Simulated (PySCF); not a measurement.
**C₆ coefficients of unlike pairs at MN15**

Calculated with PySCF 2.14 from the dipole response of each species, C₆(A,B) = (3/π) ∫ α_A(iu) α_B(iu) du, in atomic units, from isotropic polarisabilities. For ions this is the dispersion term alone; charge-induced terms of lower order in 1/R come first.

| species | configuration | basis | relativity | α (bohr³) | C₆ (like pair) |
| --- | --- | --- | --- | --- | --- |
| B⁺ | [He] 2s2 (1S) | aug-cc-pV5Z (7s6p5d4f3g2h) | none | 10.82 | 28.31 |
| Pd²⁺ | [Kr] 4d8 (3F) | x2c-TZVPPall with one added diffuse shell each of s, p, d, f type (9s7p7d3f1g) | spin-free X2C | 6.635 | 34.12 |
| P | [Ne] 3s2 3p3 (4S) | dyall-acv3z (19s12p6d4f) | spin-free X2C | 27.03 | 198.5 |
| F²⁺ | [He] 2s2 2p3 (4S) | dyall-av3z (15s9p3d2f) | none | 1.251 | 1.540 |

Q: Estimate C₆ for F²⁺ with B⁺.

A: The integral gives 5.278. The combination rule 2 C_A C_B / (C_A α_B/α_A + C_B α_A/α_B) gives 5.254 and the geometric mean 6.603.

No spin-orbit coupling is included.

The other pairs:

```tsv
pair	C₆
P, Pd²⁺	71.99
Pd²⁺, B⁺	26.51
F²⁺, Pd²⁺	7.201
F²⁺, P	14.39
P, B⁺	74.82
```
